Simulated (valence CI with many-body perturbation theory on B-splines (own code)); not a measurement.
**Br29+: electric-dipole lines**

Method: configuration interaction combined with many-body perturbation theory (CI+MBPT): four valence electrons over a frozen Dirac-Fock core [He], radial functions for each j: 11 s, 11 p, 9 d, 7 f, 5 g, 2 h, 1 i, with the one-electron correlation potential Σ1, the two-electron term Σ2, the three-electron term Σ3, Breit, model QED; selected CI, second order for the rest (own B-spline code, finite nucleus).

The last digits are not significant, and no measured levels were compared; by estimate large intervals hold to a few tenths of a per cent, small ones and those within an open d or f shell to about a per cent. Among the levels kept, up to 300 cm⁻¹ of a level comes from second order outside the variational space, and about a tenth of that is noise between levels of different J, which matters for small intervals.

Lines 101 to 150 of 251 in falling wavelength, among levels below 2139.8 eV, chosen from the strongest by gf and those to the six lowest levels. Wavelengths and rates use the calculated energies. Electric multipoles are in the length gauge, E1 and E2 with the static RPA response of the core. Weak lines are less certain than strong ones. Lines between different terms over intervals too small for the method are left out, as are lines whose strength nearly cancels. The highest levels of a list are the least certain.

Levels are named by their leading jj configuration (3d3/2^4 stands for four electrons in 3d with j = 3/2), which in mixed levels can hold well under half, so a name can repeat and another be missing. Letters in brackets count levels of one name in rising energy.

```
λ vac (Å)                           Upper                       Lower   A (s⁻¹)  S (a.u.)
    6.620     (2s 2p1/2 2p3/2 3s) J=2 [a]      (2s 2p1/2^2 2p3/2) J=2  4.34e+12  3.11e-03
    6.618  (2s 2p1/2 2p3/2 3d5/2) J=2 [a]  (2s 2p1/2 2p3/2^2) J=1 [a]  8.66e+12  6.19e-03
    6.612  (2s 2p1/2 2p3/2 3d5/2) J=2 [b]  (2s 2p1/2 2p3/2^2) J=1 [b]  6.06e+12  4.32e-03
    6.609         (2s 2p3/2^2 3s) J=1 [a]  (2s 2p1/2 2p3/2^2) J=1 [b]  9.79e+12  4.18e-03
    6.608      (2s 2p1/2 2p3/2 3d5/2) J=0  (2s 2p1/2 2p3/2^2) J=1 [b]  2.72e+13  3.88e-03
    6.603             (2s 2p3/2^2 3s) J=3      (2s 2p1/2 2p3/2^2) J=3  6.36e+12  6.33e-03
    6.600  (2s 2p1/2 2p3/2 3d5/2) J=1 [b]  (2s 2p1/2 2p3/2^2) J=1 [b]  8.46e+12  3.60e-03
    6.594          (2s^2 2p1/2 3d5/2) J=2          (2s^2 2p3/2^2) J=2  7.98e+11  5.64e-04
    6.593          (2s^2 2p1/2 3d5/2) J=3          (2s^2 2p3/2^2) J=2  1.26e+11  1.25e-04
    6.580     (2s 2p1/2 2p3/2 3s) J=2 [c]      (2s 2p1/2^2 2p3/2) J=1  5.04e+12  3.54e-03
    6.575  (2s 2p1/2 2p3/2 3d5/2) J=1 [a]      (2s 2p1/2 2p3/2^2) J=0  2.46e+13  1.04e-02
    6.570  (2s 2p1/2 2p3/2 3d5/2) J=2 [b]  (2s 2p1/2 2p3/2^2) J=2 [b]  1.35e+13  9.42e-03
    6.567  (2s 2p1/2 2p3/2 3d5/2) J=3 [b]  (2s 2p1/2 2p3/2^2) J=2 [b]  4.56e+12  4.47e-03
    6.565         (2s 2p1/2 2p3/2 3s) J=3      (2s 2p1/2^2 2p3/2) J=2  6.46e+12  6.32e-03
    6.561             (2s^2 2p3/2 3s) J=2      (2s^2 2p1/2 2p3/2) J=2  3.44e+12  2.40e-03
    6.559  (2s 2p1/2 2p3/2 3d5/2) J=1 [b]  (2s 2p1/2 2p3/2^2) J=2 [b]  9.62e+12  4.02e-03
    6.559             (2s^2 2p1/2 3s) J=1          (2s^2 2p1/2^2) J=0  2.69e+12  1.12e-03
    6.552             (2s 2p3/2^2 3s) J=3  (2s 2p1/2 2p3/2^2) J=2 [a]  5.35e+12  5.20e-03
    6.547             (2s^2 2p3/2 3s) J=1      (2s^2 2p1/2 2p3/2) J=2  1.42e+12  5.91e-04
    6.542         (2s 2p3/2^2 3s) J=1 [a]  (2s 2p1/2 2p3/2^2) J=1 [a]  1.29e+13  5.33e-03
    6.541      (2s 2p1/2 2p3/2 3d5/2) J=0  (2s 2p1/2 2p3/2^2) J=1 [a]  2.09e+13  2.88e-03
    6.533  (2s 2p1/2 2p3/2 3d5/2) J=1 [b]  (2s 2p1/2 2p3/2^2) J=1 [a]  6.87e+12  2.84e-03
    6.530          (2s 2p1/2^2 3d5/2) J=2      (2s 2p1/2^2 2p3/2) J=1  3.93e+13  2.70e-02
    6.527             (2s^2 2p3/2 3s) J=2      (2s^2 2p1/2 2p3/2) J=1  2.81e+12  1.93e-03
    6.515  (2s 2p1/2 2p3/2 3d5/2) J=1 [b]      (2s 2p1/2 2p3/2^2) J=0  9.24e+12  3.78e-03
    6.514             (2s^2 2p3/2 3s) J=1      (2s^2 2p1/2 2p3/2) J=1  5.45e+11  2.23e-04
    6.496  (2s 2p1/2 2p3/2 3d3/2) J=3 [b]      (2s 2p1/2 2p3/2^2) J=3  9.27e+12  8.78e-03
    6.495  (2s 2p1/2 2p3/2 3d3/2) J=2 [b]      (2s 2p1/2 2p3/2^2) J=3  4.84e+12  3.27e-03
    6.494          (2s^2 2p3/2 3d3/2) J=1          (2s^2 2p3/2^2) J=0  1.44e+12  5.82e-04
    6.479  (2s 2p1/2 2p3/2 3d5/2) J=2 [a]  (2s 2p1/2 2p3/2^2) J=2 [a]  2.42e+13  1.62e-02
    6.466  (2s 2p1/2 2p3/2 3d5/2) J=3 [a]  (2s 2p1/2 2p3/2^2) J=2 [a]  2.68e+13  2.51e-02
    6.459          (2s^2 2p1/2 3d3/2) J=2      (2s^2 2p1/2 2p3/2) J=2  8.68e+12  5.77e-03
    6.458  (2s 2p1/2 2p3/2 3d5/2) J=2 [b]      (2s 2p1/2 2p3/2^2) J=3  5.57e+12  3.70e-03
    6.454  (2s 2p1/2 2p3/2 3d5/2) J=3 [b]      (2s 2p1/2 2p3/2^2) J=3  2.12e+13  1.97e-02
    6.454          (2s 2p1/2^2 3d3/2) J=1      (2s 2p1/2^2 2p3/2) J=2  1.01e+12  4.04e-04
    6.451  (2s 2p1/2 2p3/2 3d5/2) J=4 [b]      (2s 2p1/2 2p3/2^2) J=3  5.98e+13  7.13e-02
    6.451          (2s^2 2p3/2 3d5/2) J=1          (2s^2 2p3/2^2) J=0  6.96e+13  2.77e-02
    6.447          (2s 2p1/2^2 3d3/2) J=2      (2s 2p1/2^2 2p3/2) J=2  8.79e+12  5.81e-03
    6.447  (2s 2p1/2 2p3/2 3d3/2) J=3 [b]  (2s 2p1/2 2p3/2^2) J=2 [a]  1.82e+13  1.69e-02
    6.446          (2s 2p1/2^2 3p3/2) J=2          (2s^2 2p3/2^2) J=2  1.10e+12  7.29e-04
    6.438          (2s^2 2p3/2 3d3/2) J=2          (2s^2 2p3/2^2) J=2  1.98e+12  1.31e-03
    6.430          (2s 2p1/2^2 3p3/2) J=1          (2s^2 2p3/2^2) J=2  3.39e+11  1.33e-04
    6.427          (2s^2 2p1/2 3d3/2) J=2      (2s^2 2p1/2 2p3/2) J=1  9.13e+11  5.98e-04
    6.426          (2s^2 2p3/2 3d3/2) J=3          (2s^2 2p3/2^2) J=2  6.55e+12  6.00e-03
    6.424          (2s 2p1/2^2 3d5/2) J=3      (2s 2p1/2^2 2p3/2) J=2  3.11e+13  2.85e-02
    6.423          (2s^2 2p1/2 3d5/2) J=2      (2s^2 2p1/2 2p3/2) J=2  6.59e+12  4.31e-03
    6.422          (2s^2 2p1/2 3d5/2) J=3      (2s^2 2p1/2 2p3/2) J=2  4.36e+13  3.99e-02
    6.421          (2s^2 2p1/2 3d3/2) J=1      (2s^2 2p1/2 2p3/2) J=2  1.25e+12  4.91e-04
    6.416          (2s^2 2p3/2 3d3/2) J=1          (2s^2 2p3/2^2) J=2  9.60e+12  3.75e-03
    6.416  (2s 2p1/2 2p3/2 3d5/2) J=1 [a]      (2s 2p1/2^2 2p3/2) J=1  6.23e+12  2.43e-03
```
